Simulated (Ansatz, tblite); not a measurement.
Cost and result up the ladder for `c1cc2sc1-c1ccc(s1)-c1ccc(s1)-c1ccc(s1)-c1ccc(s1)-c1ccc(s1)-c1ccc(s1)-c1ccc(s1)-c1ccc(s1)-c1ccc(s1)-c1ccc(s1)-c1ccc-2s1` (84 atoms). Charge 0, multiplicity 1. Geometry: PBE-D4/def2-SVP.

Cartesian coordinates in Å:
```
C 1.344 8.456 -2.055
C 1.416 8.666 -0.661
C 1.182 7.510 0.092
S 0.867 6.151 -0.968
C 1.053 7.133 -2.407
C 0.897 6.568 -3.720
C 0.943 7.215 -4.960
C 0.741 6.350 -6.057
C 0.533 5.017 -5.687
S 0.599 4.856 -3.943
C 0.293 3.878 -6.532
C 0.197 3.833 -7.928
C -0.048 2.539 -8.435
C -0.146 1.558 -7.442
S 0.074 2.276 -5.860
C -0.385 0.148 -7.595
C -0.551 -0.587 -8.775
C -0.769 -1.964 -8.556
C -0.775 -2.322 -7.203
S -0.505 -0.909 -6.203
C -0.965 -3.623 -6.620
C -1.189 -4.844 -7.265
C -1.331 -5.933 -6.378
C -1.219 -5.575 -5.030
S -0.937 -3.852 -4.883
C -1.302 -6.418 -3.868
C -1.566 -7.791 -3.802
C -1.560 -8.305 -2.488
C -1.292 -7.339 -1.510
S -1.047 -5.775 -2.259
C -1.197 -7.508 -0.085
C -1.348 -8.677 0.668
C -1.178 -8.482 2.055
C -0.892 -7.157 2.402
S -0.835 -6.155 0.967
C -0.663 -6.601 3.709
C -0.581 -7.265 4.938
C -0.354 -6.402 6.032
C -0.255 -5.054 5.670
S -0.451 -4.877 3.938
C -0.042 -3.911 6.517
C 0.142 -3.873 7.903
C 0.312 -2.569 8.415
C 0.263 -1.572 7.435
S -0.004 -2.288 5.858
C 0.390 -0.149 7.594
C 0.480 0.594 8.777
C 0.597 1.984 8.563
C 0.599 2.344 7.211
S 0.454 0.917 6.205
C 0.711 3.656 6.631
C 0.785 4.894 7.278
C 0.903 5.987 6.394
C 0.924 5.616 5.045
S 0.798 3.875 4.895
C 1.047 6.455 3.883
C 1.290 7.832 3.823
C 1.361 8.335 2.506
C 1.174 7.357 1.522
S 0.901 5.795 2.267
H 1.504 9.245 -2.801
H 1.637 9.638 -0.201
H 1.115 8.295 -5.058
H 0.741 6.681 -7.104
H 0.302 4.726 -8.558
H -0.156 2.313 -9.504
H -0.511 -0.125 -9.770
H -0.919 -2.694 -9.362
H -1.244 -4.936 -8.358
H -1.505 -6.967 -6.703
H -1.760 -8.400 -4.695
H -1.746 -9.359 -2.243
H -1.580 -9.649 0.212
H -1.267 -9.283 2.801
H -0.680 -8.355 5.030
H -0.264 -6.744 7.071
H 0.155 -4.779 8.524
H 0.477 -2.346 9.478
H 0.453 0.128 9.771
H 0.682 2.721 9.372
H 0.747 4.994 8.371
H 0.965 7.034 6.720
H 1.423 8.449 4.721
H 1.546 9.390 2.264
```

Ansatz on 11 threads of AMD EPYC 7R13 on a shared host and a whole NVIDIA H100 80GB HBM3; xTB runs through tblite on one thread. Times are rough, summed over both states, and most runs start from the orbitals of an earlier one. No level here is sound enough to serve as a yardstick. The other state is a triplet.

The xTB rows come from tblite. Single mean-field runs in def2-TZVP are fitted with def2-universal-jkfit.

xTB has no spin-polarisation term.

```tsv
level	functions	vertical triplet (eV)	remarks
GFN2-xTB	324	1.06	–
GFN1-xTB	348	1.07	–
PBE0-D4/def2-TZVP (with forces)	2076	1.34	restricted SCF unstable in HF (singlet)
PBE-D4/def2-TZVP	2076	0.87	restricted SCF unstable in HF (singlet)
```

(1) Estimate how long each takes.

Answers

(1) GFN1-xTB 2 s; GFN2-xTB 2 s; PBE-D4/def2-TZVP 55 s; PBE0-D4/def2-TZVP (with forces) 2.5 min. On shared hardware such times vary by a factor of up to 3.
